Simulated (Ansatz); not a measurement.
ClFH$_{4}$N$_{2}$Si (`N[Si](N)(F)Cl`). The species carries charge 0 and has multiplicity 1.

```xyz
9

N    -0.193   -1.432   -0.246
Si   -0.263    0.130    0.390
N     0.560    1.191   -0.626
F    -1.819    0.407    0.591
Cl    0.546    0.419    2.255
H     0.693   -1.845   -0.487
H    -0.872   -2.123    0.025
H     0.387    1.205   -1.617
H     0.962    2.047   -0.284
```

Problem. List the harmonic frequencies (cm⁻¹, unscaled) at PBE0-D4/def2-TZVP in Ansatz. (Best estimate.)

Solution. Computed: 190, 201, 250, 289, 313, 331, 362, 412, 430, 532, 793, 831, 853, 948, 988, 1573, 1580, 3618, 3623, 3714, 3724.

Problem. Is this a minimum?

Solution. Yes, all 21 modes are real.

Problem. Give the ideal-gas thermochemistry at 298.15 K and 1 bar (rigid rotor, harmonic oscillator; point group C1, symmetry number 1).

Solution. Zero-point energy 152.9 kJ/mol; H(298) − E = 174.0 kJ/mol; entropy 341.8 J/(mol·K), of which translation 168.0, rotation 113.5, vibration 60.4; G(298) − E = 72.1 kJ/mol.

Problem. And at 400, 500, 600, 800 and 1000 K?

Solution. 
```
T (K)  H − E (kJ/mol)  S (J/mol/K)  G − E (kJ/mol)
  400           186.2        377.1            35.4
  500           199.6        406.8            -3.8
  600           213.9        432.9           -45.8
  800           244.5        476.8          -136.9
 1000           277.1        513.1          -236.0
```
